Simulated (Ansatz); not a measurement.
Two members of one family (Ge nanocrystals, cubic, H-capped), computed with Ansatz in the gas phase. Binding counts from free atoms in the multiplicity of their measured ground term, without zero-point energy. Sets without diffuse functions give affinities that are too small. A dash marks a value that wasn't run or was left out as unsound. The structures are stationary points that may keep the symmetry of their start. Remarks come from the PBE and PBE0 runs and from stability tests at other levels; not every state was tested. A HOMO above zero means that the electron is unbound at that level and held by the basis, or that self-interaction error raises the level; the energy of removing that electron tells which. HOMO above LUMO (over both spins in singlets and doublets, within one spin in higher multiplets; at PBE or PBE0), or a gap under 0.15 eV within one spin, warns that the state may not be the lowest or that an electron is smeared out.

First: Ge19H28 (singlet, charge 0, PBE-D4/def2-SVP geometry).

```xyz
47

Ge   -2.6129    2.4834    2.2111
Ge   -4.2131   -0.3660   -0.0012
Ge    1.1116    3.8387    1.3834
Ge   -0.4968    0.8876   -0.7829
Ge    3.1412    2.3109   -1.6356
Ge    2.5243    0.0545    1.6688
Ge    1.4984   -0.6096   -3.9072
Ge   -1.1533   -1.2837    2.4861
Ge    0.9022   -2.8314   -0.5738
Ge   -2.1309   -1.9295   -3.1017
Ge   -0.6350    3.6276    3.0834
Ge   -2.1113    0.4102    0.9992
Ge   -3.9526   -2.2767   -1.5064
Ge    0.9571   -0.5123    3.4651
Ge    1.5854    1.7547    0.1777
Ge   -0.0443   -1.1447   -2.0762
Ge    3.5724    0.4625   -3.1776
Ge    2.9731   -2.0307    0.4626
Ge   -0.6352   -3.3429    1.2644
H    -3.6069    2.1790    3.3723
H    -3.3368    3.4406    1.2179
H    -4.8086    0.8223   -0.8148
H    -5.2287   -0.7130    1.1283
H     0.6500    4.8907    0.3322
H     2.4231    4.3728    2.0333
H    -1.1019    1.9692   -1.7358
H     2.5145    3.4878   -2.4424
H     4.4828    2.8233   -1.0313
H     3.8520    0.6009    2.2836
H     0.7566    0.3622   -4.8735
H     1.8232   -1.9058   -4.7082
H    -2.1777   -1.5926    3.6246
H     1.1920   -4.1291   -1.3931
H    -2.5785   -0.8505   -4.1321
H    -1.8591   -3.2444   -3.8921
H    -1.0432    5.0495    3.5763
H    -0.0799    2.8475    4.3069
H    -5.2831   -2.4951   -2.2888
H    -3.6790   -3.5605   -0.6753
H     0.7267    0.6981    4.4128
H     1.5659   -1.6726    4.3087
H     4.4860   -0.5882   -2.4883
H     4.3343    1.0033   -4.4251
H     4.0939   -1.8360   -0.5986
H     3.4626   -3.1011    1.4846
H    -1.9299   -4.0259    0.7399
H     0.0690   -4.3352    2.2389
```

| level | HOMO (eV) | LUMO (eV) | gap (eV) | vertical EA (eV) | vertical triplet (eV) | binding per atom (eV) |
| --- | --- | --- | --- | --- | --- | --- |
| PBE-D4/def2-SVP | -5.97 | -1.87 | 4.09 | – | – | 2.88 |
| PBE-D4/def2-TZVP | -6.00 | -1.95 | 4.05 | 0.69 | 3.97 | 2.88 |
| r2SCAN-D4/def2-TZVP | -6.23 | -1.80 | 4.42 | – | – | 2.92 |
| PBE0-D4/def2-SVP | -6.89 | -1.18 | 5.71 | – | – | 2.89 |
| PBE0-D4/def2-TZVP | -6.88 | -1.24 | 5.65 | 0.39 | 4.54 | 2.88 |

Remarks: HOMO above zero (-1 doublet), gap within one spin near zero at PBE or PBE0 (-1 doublet), gap within one spin near zero at PBE or PBE0 (triplet).

Second: Ge19H28, rod (singlet, charge 0, PBE-D4/def2-SVP geometry).

```xyz
47

Ge   -1.4895   -3.4677    1.2609
Ge   -2.0879   -0.4143   -3.3602
Ge   -1.8840   -0.1664    3.4977
Ge   -2.4826    2.9053   -1.1137
Ge    0.6058   -3.0719    4.6345
Ge    2.4930   -2.8932    1.1192
Ge    2.0997    0.4014    3.3610
Ge    0.0020    0.0002   -0.0013
Ge    1.8728    0.1603   -3.5110
Ge    1.4794    3.4739   -1.2554
Ge   -0.6095    3.0719   -4.6339
Ge   -1.5317   -2.5878    3.5437
Ge   -2.1395    0.4844   -1.0854
Ge    0.3513   -2.4225    0.0359
Ge   -0.2649    0.6479   -4.5970
Ge   -0.0409    0.8852    2.2814
Ge   -0.6533    3.9585   -2.3525
Ge    2.4435   -2.0208    3.4041
Ge    1.8361    1.0554   -1.2358
H    -2.8360   -3.1513    0.5442
H    -1.3114   -5.0149    1.2924
H    -3.4441   -0.1501   -4.0801
H    -1.8642   -1.9544   -3.3034
H    -3.2305    0.1613    2.7872
H    -1.9594    0.3860    4.9524
H    -3.8447    3.2526   -1.7850
H    -2.5142    3.4431    0.3473
H     0.8270   -4.6128    4.6971
H     0.5815   -2.5347    6.0978
H     2.7641   -4.4278    1.1421
H     3.6418   -2.2141    0.3156
H     2.1116    0.9628    4.8152
H     3.2498    1.0891    2.5690
H     2.1057   -1.3797   -3.4590
H     3.0389    0.7962   -4.3263
H     1.4570    4.0078    0.2079
H     2.6390    4.1889   -2.0113
H    -1.9517    3.4029   -5.3524
H     0.5401    3.7506   -5.4380
H    -2.6854   -3.2678    4.3438
H    -3.2732   -0.2061   -0.2648
H     0.3739   -2.9402   -1.4361
H    -0.2424    0.1082   -6.0606
H    -0.2635    2.4280    2.2069
H    -0.8780    5.5015   -2.4024
H     3.7937   -2.3444    4.1168
H     3.1750    0.7195   -0.5081
```

Task: Estimate the same table for the second.

Result: 
| level | HOMO (eV) | LUMO (eV) | gap (eV) | vertical EA (eV) | vertical triplet (eV) | binding per atom (eV) |
| --- | --- | --- | --- | --- | --- | --- |
| PBE-D4/def2-SVP | -6.11 | -1.74 | 4.37 | – | – | 2.88 |
| PBE-D4/def2-TZVP | -6.15 | -1.85 | 4.30 | 0.59 | 4.18 | 2.88 |
| r2SCAN-D4/def2-TZVP | -6.39 | -1.70 | 4.69 | – | – | 2.92 |
| PBE0-D4/def2-SVP | -7.06 | -1.06 | 6.00 | – | – | 2.88 |
| PBE0-D4/def2-TZVP | -7.05 | -1.15 | 5.90 | 0.33 | 4.69 | 2.88 |

Remarks: HOMO above zero (-1 doublet), gap within one spin near zero at PBE or PBE0 (triplet).
